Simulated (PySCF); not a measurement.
The dipole of `CCC[Si@@H](F)P([SiH3])[SiH3]` from its density and from atomic charges.

Coordinates (GFN2-xTB, Å) and charges (e) from the PBE0/pcSseg-1 density (PySCF):

| atom | x | y | z | Mulliken | IAO | Hirshfeld | ESP-fitted |
| --- | --- | --- | --- | --- | --- | --- | --- |
| C1 | 3.808 | -0.080 | -0.499 | -0.2538 | -0.4141 | -0.1149 | -0.3884 |
| C2 | 2.421 | -0.644 | -0.784 | -0.2968 | -0.2411 | -0.0631 | +0.3286 |
| C3 | 1.364 | -0.041 | 0.137 | -0.5718 | -0.5519 | -0.1602 | -0.3367 |
| Si4 | -0.367 | -0.747 | -0.165 | +0.9608 | +1.0400 | +0.3756 | +0.6359 |
| F5 | -0.323 | -2.330 | 0.161 | -0.4266 | -0.5405 | -0.2056 | -0.2998 |
| P6 | -1.818 | 0.144 | 1.260 | -0.6071 | -0.3635 | -0.1225 | -0.4527 |
| Si7 | -2.084 | 2.163 | 0.364 | +0.3189 | +0.4169 | +0.2557 | +0.2878 |
| Si8 | -3.677 | -0.921 | 0.649 | +0.3461 | +0.4268 | +0.2591 | +0.3696 |
| H9 | 4.103 | -0.299 | 0.525 | +0.1108 | +0.1380 | +0.0405 | +0.0923 |
| H10 | 4.544 | -0.516 | -1.170 | +0.1171 | +0.1425 | +0.0424 | +0.0870 |
| H11 | 3.815 | 0.999 | -0.634 | +0.1070 | +0.1357 | +0.0390 | +0.0882 |
| H12 | 2.155 | -0.442 | -1.824 | +0.1238 | +0.1302 | +0.0366 | -0.0515 |
| H13 | 2.434 | -1.728 | -0.655 | +0.1330 | +0.1375 | +0.0397 | -0.0354 |
| H14 | 1.647 | -0.230 | 1.175 | +0.1553 | +0.1529 | +0.0430 | +0.0955 |
| H15 | 1.354 | 1.043 | 0.012 | +0.1470 | +0.1448 | +0.0379 | +0.0882 |
| H16 | -0.756 | -0.756 | -1.575 | -0.0902 | -0.1488 | -0.0817 | -0.1315 |
| H17 | -3.192 | 2.794 | 1.077 | -0.0410 | -0.0924 | -0.0674 | -0.0331 |
| H18 | -2.378 | 2.131 | -1.072 | -0.0500 | -0.1153 | -0.0758 | -0.0783 |
| H19 | -0.840 | 2.902 | 0.579 | -0.0473 | -0.0984 | -0.0696 | -0.0575 |
| H20 | -3.537 | -2.309 | 1.077 | -0.0293 | -0.0872 | -0.0635 | -0.0516 |
| H21 | -4.779 | -0.254 | 1.340 | -0.0513 | -0.0976 | -0.0704 | -0.0637 |
| H22 | -3.902 | -0.860 | -0.799 | -0.0545 | -0.1144 | -0.0745 | -0.0930 |

Compute μ = Σ q r for each scheme (1 e·Å = 4.803 D) and compare with the dipole of the full density.

The full density gives (0.36, 1.59, -1.02) D, 1.93 D in size; dipole vectors point from the negative to the positive end.

| scheme | μx | μy | μz | size (D) | share of the full size (%) | angle to the full dipole (°) |
| --- | --- | --- | --- | --- | --- | --- |
| Mulliken | -0.74 | 2.30 | -2.78 | 3.68 | 191 | 29 |
| IAO | -0.57 | 3.07 | -1.08 | 3.31 | 172 | 25 |
| Hirshfeld | 0.14 | 1.15 | -0.02 | 1.16 | 60 | 32 |
| ESP-fitted | 0.31 | 1.60 | -1.02 | 1.92 | 100 | 2 |

Which set comes closest?

Length of the difference vector: ESP-fitted 0.06 D, Hirshfeld 1.12 D, IAO 1.75 D, Mulliken 2.19 D. Closest: ESP-fitted. The schemes that divide the density aren't constrained to reproduce the dipole.

What is left for the Hirshfeld atoms' own dipoles?

The Hirshfeld atoms' densities add up to the full density, so μ = Σ q r + Σ (atomic dipoles). The atomic dipoles sum to (0.36, 1.59, -1.02) − (0.14, 1.15, -0.02) = (0.22, 0.44, -1.00) D, 1.12 D in size.

With the origin at the mean of the coordinates, (0.000, 0.001, -0.037) Å, which are the largest single terms, by size, of the IAO dipole along the direction of the full one?

F5 +5.43, Si8 -3.73, Si4 -3.10, Si7 +2.37, C1 -1.78 D; all 22 atoms together +3.01 D. The single terms depend on the origin, their sum doesn't.

Give the size of the full dipole in other units.

1.93 D = 0.758 au = 0.401 e·Å = 6.43 × 10⁻³⁰ C·m.

Isolated species at its GFN2-xTB geometry (one conformer only).

Shape of the structure used: `[CH3:1][CH2:2][CH2:3][Si@@H:4]([F:5])[P:6]([SiH3:7])[SiH3:8]`: C1–C2–C3–Si4 -179°, C2–C3–Si4–F5 63°, C3–Si4–P6–Si7 76°.
